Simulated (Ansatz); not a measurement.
Cost and result for the atomization energy of FH$_{2}$OPSi (6 atoms, 5 bonds).

Z-matrix (Å, degrees):
```
P
O 1 1.660
H 1 1.423 2 97.2
H 1 1.425 2 99.8 3 -93.5
Si 2 1.635 1 140.7 3 128.4
F 5 1.617 2 101.8 1 -5.2
```

Charge 0, multiplicity 1. The bonds changed during the relaxation, so this is another structure than the one it started from. The structure was optimised at the PBE0-D4/def2-TZVP level. Program: Ansatz. All runs use 2 threads of an Arm Neoverse V1 on a shared host. Times are those of one run each, without the atoms' runs, and a repeat can differ threefold. Electronic energies, without spin–orbit coupling; frozen cores. CCSD(T)/CBS adds CCSD(T) − MP2 in def2-TZVPP to the MP2 limit, and its time is that of the two runs behind it. T1 = 0.016. HSE06 is the plane-wave form, built on full-range PBE exchange.

CCSD(T)/CBS is a level of theory with its own doubt, some kJ/mol a heavy atom from the limit and from the frozen cores, so smaller differences don't rank the functionals.

| level | functions | wall time | atomization (kJ/mol) | difference from CCSD(T)/CBS | per bond |
| --- | --- | --- | --- | --- | --- |
| LDA (SPW92)/def2-TZVPP | 174 | 1 s | 2462.8 | 349.2 | 69.8 |
| CCSD(T)/def2-SVP | 74 | 1.6 s | 1874.7 | -238.9 | -47.8 |
| BLYP-D4/def2-TZVPP | 174 | 1.7 s | 2138.4 | 24.8 | 5.0 |
| revPBE-D4/def2-TZVPP | 174 | 1.8 s | 2079.7 | -33.9 | -6.8 |
| PBE0-D4/def2-TZVPP | 174 | 2.6 s | 2071.5 | -42.1 | -8.4 |
| HSE06-D4/def2-TZVPP | 174 | 2.8 s | 2073.3 | -40.3 | -8.0 |
| CAM-B3LYP-D4/def2-TZVPP | 174 | 2.8 s | 2128.8 | 15.2 | 3.0 |
| B2PLYP/def2-TZVPP | 174 | 4.5 s | 2085.2 | -28.4 | -5.7 |
| r2SCANh-D4/def2-TZVPP | 174 | 4.8 s | 2071.4 | -42.2 | -8.4 |
| ωB97X-V/def2-TZVPP | 174 | 7 s | 2132.7 | 19.1 | 3.8 |
| MP2/def2-QZVPP | 314 | 12 s | 2135.0 | 21.4 | 4.3 |
| CCSD(T)/def2-TZVPP | 174 | 37 s | 2030.6 | -83.0 | -16.6 |
| CCSD(T)/CBS(def2) | – | 49 s | 2113.6 | 0.0 | 0.0 |

From BLYP to BHLYP (50 % exact exchange), in def2-TZVPP and without D4, the atomization energy moves by −106.2 kJ/mol: exact exchange takes away binding that semilocal exchange gives to molecules. Leaving LDA and LC-ωPBE aside and taking each functional with its dispersion term where it has one, the values, not all of them listed here, spread over 125.4 kJ/mol, from BHLYP-D4 to PBE-D4. LDA lies +331.3 kJ/mol from PBE without D4, its usual overbinding. At CCSD(T), def2-SVP lies −238.9 kJ/mol from the extrapolated value and def2-TZVPP −82.9 kJ/mol: correlation converges slowly with the basis, and small sets miss more of it in the bonded molecule than in its fragments.
